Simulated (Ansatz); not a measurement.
B7N7⁻. Total charge -1; doublet. Geometry PBE-D4/def2-SVP, that of the neutral singlet; atoms count from 1.

```xyz
14

B     2.757   -0.421    0.053
B    -0.768   -0.605    2.612
B    -2.552    0.068    1.120
B     1.595   -0.823    2.137
B     1.843    0.298   -2.071
B    -0.459    0.793   -2.635
B    -2.415    0.691   -1.215
N     2.801   -0.075   -1.230
N    -3.026    0.462   -0.057
N    -2.022   -0.327    2.273
N     0.503   -0.871    2.894
N    -1.751    0.904   -2.346
N     2.651   -0.758    1.334
N     0.844    0.665   -2.867
```

The highest occupied level of the charge -1 doublet lies above zero (up to 1.52 eV). By energy differences it is unbound by 0.27 eV (vertical, against the charge 0 singlet, at PBE0-D4/def2-TZVP) and held by the finite basis. The structure comes from a short search, and lower isomers may exist.

**Question.** Estimate the Mulliken populations from the PBE0/def2-TZVP orbitals of Ansatz.

**Answer.** 
```json
{"atom": "B1", "charge (e)": "-0.28", "spin (α − β)": "0.29"}
{"atom": "B2", "charge (e)": "-0.28", "spin (α − β)": "0.29"}
{"atom": "B3", "charge (e)": "-0.28", "spin (α − β)": "0.29"}
{"atom": "B4", "charge (e)": "-0.28", "spin (α − β)": "0.29"}
{"atom": "B5", "charge (e)": "-0.28", "spin (α − β)": "0.29"}
{"atom": "B6", "charge (e)": "-0.28", "spin (α − β)": "0.29"}
{"atom": "B7", "charge (e)": "-0.28", "spin (α − β)": "0.29"}
{"atom": "N8", "charge (e)": "0.14", "spin (α − β)": "-0.15"}
{"atom": "N9", "charge (e)": "0.14", "spin (α − β)": "-0.15"}
{"atom": "N10", "charge (e)": "0.14", "spin (α − β)": "-0.15"}
{"atom": "N11", "charge (e)": "0.14", "spin (α − β)": "-0.15"}
{"atom": "N12", "charge (e)": "0.14", "spin (α − β)": "-0.15"}
{"atom": "N13", "charge (e)": "0.14", "spin (α − β)": "-0.15"}
{"atom": "N14", "charge (e)": "0.14", "spin (α − β)": "-0.15"}
```
Mulliken values depend strongly on the basis.

**Question.** Where does the spin sit?

**Answer.** Summed by element: B 2.03, N -1.03, of 1 unpaired in all. Largest on single atoms: B3 0.29, B2 0.29, B6 0.29.

**Question.** And the Mayer bond orders between heavy atoms (over 0.3)?

**Answer.** B1–B4 0.31 (2.42 Å); B1–B5 0.31 (2.42 Å); B1–N8 1.55 (1.33 Å); B1–N13 1.55 (1.33 Å); B2–B3 0.31 (2.42 Å); B2–B4 0.31 (2.42 Å); B2–N10 1.55 (1.33 Å); B2–N11 1.55 (1.33 Å); B3–B7 0.31 (2.42 Å); B3–N9 1.55 (1.33 Å); B3–N10 1.55 (1.33 Å); B4–N11 1.55 (1.33 Å); B4–N13 1.55 (1.33 Å); B5–B6 0.31 (2.42 Å); B5–N8 1.55 (1.33 Å); B5–N14 1.55 (1.33 Å); B6–B7 0.31 (2.42 Å); B6–N12 1.55 (1.33 Å); B6–N14 1.55 (1.33 Å); B7–N9 1.55 (1.33 Å); B7–N12 1.55 (1.33 Å).
